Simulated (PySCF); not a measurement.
Excitations are Tamm–Dancoff values on a coarser integration grid. The basis has no diffuse functions, so Rydberg states are missing or too high.

Cartesian coordinates (Å):
SMILES: C=C[C@]12CC[C@H](CC1)C2
```xyz
23

C      2.8549    -0.5128    -0.7159
C      1.9954    -0.3940     0.2975
C      0.5356    -0.1105     0.1860
C      0.1081     1.2085     0.8739
C     -1.2844     1.5019     0.2637
C     -1.5060     0.3178    -0.6880
C     -1.7506    -0.9415     0.1555
C     -0.3579    -1.2336     0.7658
C     -0.0855     0.0697    -1.2073
H      2.5353    -0.4058    -1.7567
H      3.9136    -0.7223    -0.5424
H      2.3697    -0.5108     1.3235
H      0.8286     2.0058     0.6353
H      0.0907     1.1039     1.9699
H     -1.2790     2.4522    -0.2920
H     -2.0802     1.5756     1.0209
H     -2.2767     0.4986    -1.4510
H     -2.5300    -0.7819     0.9164
H     -2.0857    -1.7761    -0.4792
H     -0.3534    -1.2237     1.8668
H      0.0230    -2.2163     0.4484
H      0.3351     0.9272    -1.7566
H     -0.0006    -0.8321    -1.8345
```
Charge 0, multiplicity 1.

### Question
Predict the total energy, HOMO–LUMO gap, S1 excitation (TDA), LUMO and T1 excitation (TDA) from TPSSh-D3(BJ)/def2-TZVP // PBE0-D3(BJ)/def2-SVP run with PySCF.

### Answer

| Item | Value |
|---|---|
| total energy | -9566.01 eV |
| HOMO–LUMO gap | 6.51 eV |
| S1 excitation (TDA) | 6.90 eV |
| LUMO | 0.00 eV |
| T1 excitation (TDA) | 4.39 eV |
